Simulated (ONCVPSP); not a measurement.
**Before and after: ONCV potential for Tl (Z = 81)**

```
Element                 : Tl (Z = 81)
Generator               : ONCVPSP 4.0.1
Type                    : optimised norm-conserving Vanderbilt (ONCV)
Functional              : BLYP
Relativity              : scalar-relativistic
Frozen core             : [Kr] 4d10 4f14
Valence charge          : 21
Reference configuration : 5s2 5p6 5d10 6s2 6p1
Partial waves           : 5s+6s: rc 1.65 bohr, ncon 5, nbas 9, qcut 6.7 1/bohr, 2 projectors; 5p+6p: rc 1.35 bohr, ncon 4, nbas 8, qcut 10.8 1/bohr, 2 projectors; 5d: rc 2.05 bohr, ncon 4, nbas 9, qcut 7.1 1/bohr, 2 projectors, debl 1.1 Ha
Local potential         : polynomial inside 1.00 bohr (lpopt 3, dvloc0 -1 Ha)
Core correction         : Teter function, fcfact 2.75, rcfact 1.25
```

All-electron outer shells of the reference configuration (BLYP, scalar-relativistic, ld1.x):

```tsv
shell	level (eV)	outermost node (bohr)	outermost maximum (bohr)
4d	-374.76	0.19	0.39
5s	-130.89	0.46	0.80
4f	-113.82	–	0.36
5p	-75.91	0.50	0.90
5d	-15.28	0.53	1.11
6s	-9.48	1.04	2.08
6p	-2.35	1.23	2.95
```

Change: s: qcut 5.5; p: qcut 8.9; d: qcut 5.8.

Cutoffs: the cutoffs (Ha) at which the residual kinetic energy of the hardest occupied pseudo-wave falls to 1 and 0.1 mHa per electron; they do not see the model core or the augmentation charge, which bear on the density cutoff. Errors are all-electron minus pseudo energies relative to the spin-unpolarised reference configuration.

Question: How do hardness, ghosts and transferability respond?

Answer: The potential gets neither clearly harder nor softer (41 Ha and 50 Ha → 32 Ha and 90 Ha); of the 3 tests that both files solve, the error grows in 2 and shrinks in 0 by more than 15 % and 0.3 meV (median size 12.8 → 15.1 meV); neither file shows a bound ghost.

```csv
quantity,base,changed
"cutoff, loose",41 Ha,32 Ha
"cutoff, tight",50 Ha,90 Ha
loose cutoff by channel,"s 20 Ha, p 41 Ha, d 19 Ha","s 23 Ha, p 32 Ha, d 17 Ha"
bound ghosts,none,none
GHOST(+) flags under 300 eV,s at 147.2 eV,s at 132.7 eV
tests with a reliable result,3 of 4,3 of 4
"error for 5s2 5p6 5d10 6s2 6p0, meV [ΔE 5.19 eV]",-2.2,-2.2
"error for 5s2 5p6 5d10 6s1 6p0, meV [ΔE 26.00 eV]",-13,-15
"error for 5s2 5p6 5d9 6s2 6p2, meV [ΔE 14.56 eV]",+13,+40
s: phases at 1.67 bohr within 0.05 rad from the reference energy up to (Ha; the scan ends near 5),4.7,4.0
p: phases at 1.37 bohr within 0.05 rad from the reference energy up to (Ha; the scan ends near 5),to the end of the scan,to the end of the scan
d: phases at 2.08 bohr within 0.05 rad from the reference energy up to (Ha; the scan ends near 5),to the end of the scan,to the end of the scan
"rms error of d²Exc/dni dnj with the model core, mHa",1.69,2.05
```
